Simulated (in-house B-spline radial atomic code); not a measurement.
**Ionising the osmium ion Os²⁸⁺ with different functionals**

Computed with an all-electron radial atomic-structure program (B-spline basis): scalar-relativistic (spin-free X2C) Hamiltonian, Fermi nucleus of rms radius 5.4126 fm, spin-polarised at highest spin, spherical fractional occupations for the functionals, the average over the highest-spin determinants for Hartree-Fock. The ionisation energy is the difference of two self-consistent energies, [Kr] 4d10 4f2 → [Kr] 4d10 4f1, without Breit or QED terms; ε is the level of the shell that loses the electron (its least bound occupied spin orbital). There is no spin-orbit coupling in this Hamiltonian.

Hybrids are left out here: with spherical fractional occupations of an open shell their exact exchange keeps a self-interaction that integer-occupation calculations don't have.

| method | rung | ΔSCF (eV) | -ε(4f) (eV) |
| --- | --- | --- | --- |
| Hartree-Fock | Hartree-Fock | 944.99 | 947.12 |
| BLYP | GGA | 947.05 | 920.99 |
| TPSS | meta-GGA | 946.61 | 920.62 |
| r2SCAN | meta-GGA | 946.26 | 920.50 |

Among the functionals, which spreads more, the ΔSCF values or the orbital energies?

The ΔSCF values: ΔSCF values span about 0.79 eV and the orbital energies 0.48 eV.

How do they compare with the NIST value?

NIST lists 970 eV ± 50 (tabulated theory, ground level to ground level). Errors run from -25.01 to -22.95 eV; all lie within about twice that uncertainty, so the table can't rank the methods. Hartree-Fock also lacks correlation.
